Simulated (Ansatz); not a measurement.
C3H5O (SMILES [CH2-]C(C)=O), charge -1, singlet, at a GFN2-xTB geometry (a gas-phase anion, which may not be bound at this level); WB97M-V/cc-pVDZ (Ansatz, a first-principles code).

Input for Ansatz:
Ansatz 0.2 input:
```yaml
crystal:
  periodic: [false, false, false]
  atoms:
    - {symbol: O, position_ang: [-0.67653394, 0.12080852, 1.21849510]}
    - {symbol: C, position_ang: [-0.06126888, 0.12894007, 0.10847307]}
    - {symbol: C, position_ang: [0.32612189, 1.21183915, -0.61146032]}
    - {symbol: C, position_ang: [0.29018244, -1.25671085, -0.49963221]}
    - {symbol: H, position_ang: [0.90307626, -1.82217287, 0.20553908]}
    - {symbol: H, position_ang: [0.12514782, 2.21732524, -0.26908379]}
    - {symbol: H, position_ang: [0.85011731, 1.12295012, -1.55489426]}
    - {symbol: H, position_ang: [0.83013761, -1.16372880, -1.44247163]}
    - {symbol: H, position_ang: [-0.62642017, -1.82525203, -0.67133345]}
basis:
  gaussian:
    orbitals: cc-pVDZ
hamiltonian:
  xc: {name: wB97M-V}
total_charge: -1
```

What the program printed (banner, timings and long lists left out):

```
Functional definition: wB97M-V
965 factors; their error is unknown
242 factors; integrals over basis functions are off by at most 5.2e-6 eV
mean field evaluation 1: about -5234.5480 eV, gradient 3.3e1 eV
mean field evaluation 2: about -5235.3210 eV, gradient 3.0e1 eV
mean field evaluation 4: about -5236.9140 eV, gradient 1.9e0 eV
mean field evaluation 8: about -5236.9255 eV, gradient 2.4e-2 eV
mean field evaluation 16: about -5236.8996 eV, gradient 4.1e-5 eV
mean field -5236.89959684 eV, -192.4525104860 hartree, gradient 4.1e-5 eV, S^2 0.000000; 0 other end points of the search recorded, 0 dependent functions left out
reference -5236.89963056 eV, -192.4525117249 hartree; 16, 16 occupied and 65, 65 virtual orbitals, 965 factors
Total energy: -5236.89963056 eV, -192.4525117249 hartree
```
